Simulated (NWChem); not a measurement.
Molecule: SiH$_{4}$Se; SMILES [SiH3][SeH]

```xyz
6

Si     0.0125     1.5116     0.0000
Se     0.0333    -0.7739     0.0000
H     -0.6681     2.0587     1.2111
H      1.4509     1.9041     0.0074
H     -0.6554     2.0601    -1.2175
H     -1.4355    -0.8727    -0.0004
```
Atoms are numbered in this order, from 1.

Geometry: optimised at PBE0/def2-SVP.

**Question.** List the 4 lowest vertical singlet excitations from CAM-B3LYP/def2-SVPD, TDA (NWChem).

**Answer.** 
```tsv
state	energy (eV)	oscillator strength	leading excitation (squared amplitude)
S1	5.31	0.000	HOMO → LUMO+1 (0.81)
S2	5.56	0.038	HOMO → LUMO (0.93)
S3	6.84	0.000	HOMO → LUMO+3 (0.28)
S4	7.13	0.015	HOMO → LUMO+2 (0.46)
```
